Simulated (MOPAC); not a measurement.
A run for MOPAC: AM1 on GeH4O (SMILES [OH][GeH3]), a point of a bond scan (R = 1.924 Å).

```
AM1 1SCF PRECISE CHARGE=0 THREADS=1
GeH4O

Ge    -0.32903929 1     0.06812490 1     0.07330265 1
O      1.35705815 1    -0.35716009 1    -0.37168713 1
H     -0.54453814 1    -0.15512316 1     1.58391604 1
H     -1.18632723 1    -0.88517582 1    -0.76517759 1
H     -0.60848715 1     1.54275960 1    -0.28108933 1
H      2.66723133 1     0.70680667 1     0.55201345 1
```

The log:

```
*******************************************************************************
 **                                                                           **
 **                              MOPAC v23.2.5                                **
 **                                                                           **
 *******************************************************************************
 ** MOPAC's Digital Object Identifier: https://doi.org/10.5281/zenodo.6511958 **
 **                                                                           **
 ** Please cite the open-source release paper for use of this MOPAC version:  **
 ** J. E. Moussa and J. J. P. Stewart (2026)                                  **
 ** MOPAC: An open-source semiempirical molecular orbital program             **
 ** J. Open Source Softw., 11(119), 8025, https://doi.org/10.21105/joss.08025 **
 *******************************************************************************

                              AM1 CALCULATION RESULTS

 *******************************************************************************
 *  AM1        - The AM1 Hamiltonian to be used
 *
 *
 *
 *                 CHARGE ON SYSTEM = 0
 *
 *
 *
 *  PRECISE    - TIGHTER CRITERIA TO BE USED
 *  1SCF       - DO 1 SCF AND THEN STOP
 *  THREADS=1  - MULTI-THREADING NOT USED
 *  T=         - A TIME OF 172800.0 SECONDS REQUESTED
 *  DUMP=N     - RESTART FILE WRITTEN EVERY 7200.0 SECONDS REQUESTED
 *******************************************************************************
AM1 1SCF PRECISE CHARGE=0 THREADS=1
 GeH4O

   ATOM   CHEMICAL          X               Y               Z
  NUMBER   SYMBOL      (ANGSTROMS)     (ANGSTROMS)     (ANGSTROMS)

     1      Ge         -0.32903929  *   0.06812490  *   0.07330265  *
     2       O          1.35705815  *  -0.35716009  *  -0.37168713  *
     3       H         -0.54453814  *  -0.15512316  *   1.58391604  *
     4       H         -1.18632723  *  -0.88517582  *  -0.76517759  *
     5       H         -0.60848715  *   1.54275960  *  -0.28108933  *
     6       H          2.66723133  *   0.70680667  *   0.55201345  *



          CARTESIAN COORDINATES

    NO.       ATOM           X           Y           Z

     1        Ge         -0.3290      0.0681      0.0733
     2         O          1.3571     -0.3572     -0.3717
     3         H         -0.5445     -0.1551      1.5839
     4         H         -1.1863     -0.8852     -0.7652
     5         H         -0.6085      1.5428     -0.2811
     6         H          2.6672      0.7068      0.5520

  H: (AM1): M.J.S. DEWAR ET AL, J. AM. CHEM. SOC. 107 3902-3909 (1985)
  O: (AM1): M.J.S. DEWAR ET AL, J. AM. CHEM. SOC. 107 3902-3909 (1985)
 Ge: (AM1): M.J.S.Dewar and C.Jie, Organometallics, 8, 1544, (1989)

           Empirical Formula: H4 O Ge  =     6 atoms



      MOLECULAR POINT GROUP   :   Cs


      RHF CALCULATION, NO. OF DOUBLY OCCUPIED LEVELS = 7


 -------------------------------------------------------------------------------
 AM1 1SCF PRECISE CHARGE=0 THREADS=1
 GeH4O



     1SCF WAS SPECIFIED, SO BFGS WAS NOT USED
     SCF FIELD WAS ACHIEVED


                              AM1 CALCULATION
                                                       MOPAC v23.2.5 Linux




          FINAL HEAT OF FORMATION =         85.75638 KCAL/MOL =     358.80471 KJ/MOL


          COSMO AREA              =         95.07 SQUARE ANGSTROMS
          COSMO VOLUME            =         79.28 CUBIC ANGSTROMS

          IONIZATION POTENTIAL    =         10.135412 EV
          HOMO LUMO ENERGIES (EV) =        -10.135 -1.638
          NO. OF FILLED LEVELS    =          7
          MOLECULAR WEIGHT        =         92.6210         POINT GROUP:  Cs

          MOLECULAR DIMENSIONS (Angstroms)

            Atom       Atom       Distance
            H     6    H     4     4.37256
            O     2    H     3     2.54060
            H     3    H     5     2.18996


          SCF CALCULATIONS        =          1





   ATOM   CHEMICAL          X               Y               Z
  NUMBER   SYMBOL      (ANGSTROMS)     (ANGSTROMS)     (ANGSTROMS)

     1      Ge         -0.32903929  *   0.06812490  *   0.07330265  *
     2       O          1.35705815  *  -0.35716009  *  -0.37168713  *
     3       H         -0.54453814  *  -0.15512316  *   1.58391604  *
     4       H         -1.18632723  *  -0.88517582  *  -0.76517759  *
     5       H         -0.60848715  *   1.54275960  *  -0.28108933  *
     6       H          2.66723133  *   0.70680667  *   0.55201345  *

                             CARTESIAN COORDINATES

   1   Ge       -0.329039290     0.068124900     0.073302650
   2    O        1.357058150    -0.357160090    -0.371687130
   3    H       -0.544538140    -0.155123160     1.583916040
   4    H       -1.186327230    -0.885175820    -0.765177590
   5    H       -0.608487150     1.542759600    -0.281089330
   6    H        2.667231330     0.706806670     0.552013450


           Empirical Formula: H4 O Ge  =     6 atoms



      MOLECULAR POINT GROUP   :   Cs


                  EIGENVALUES
 -31.93695 -15.04062 -12.95065 -12.45386 -12.24668 -10.29494 -10.13541  -1.63783
   1.20890   1.28518   1.97577   2.70337


              NET ATOMIC CHARGES AND DIPOLE CONTRIBUTIONS

  ATOM NO.   TYPE          CHARGE      No. of ELECS.   s-Pop       p-Pop
    1         Ge           0.680980        3.3190     0.90172     2.41730
    2          O          -0.579293        6.5793     1.94860     4.63069
    3          H          -0.154216        1.1542     1.15422
    4          H          -0.103840        1.1038     1.10384
    5          H          -0.154216        1.1542     1.15422
    6          H           0.310586        0.6894     0.68941
 DIPOLE           X         Y         Z       TOTAL
 POINT-CHG.     0.573     1.685     1.514     2.336
 HYBRID         0.249     0.094     0.077     0.277
 SUM            0.821     1.779     1.591     2.524


          ATOMIC ORBITAL ELECTRON POPULATIONS

     Atom    s        px        py        pz
    1 Ge   0.90172   0.74035   0.84029   0.83666
    2  O   1.94860   1.32023   1.62547   1.68500
    3  H   1.15422
    4  H   1.10384
    5  H   1.15422
    6  H   0.68941

 **********************
 *                    *
 * JOB ENDED NORMALLY *
 *                    *
 **********************




 == MOPAC DONE ==
```

The run finished.

Cost: around 0.020 core-seconds (rough).
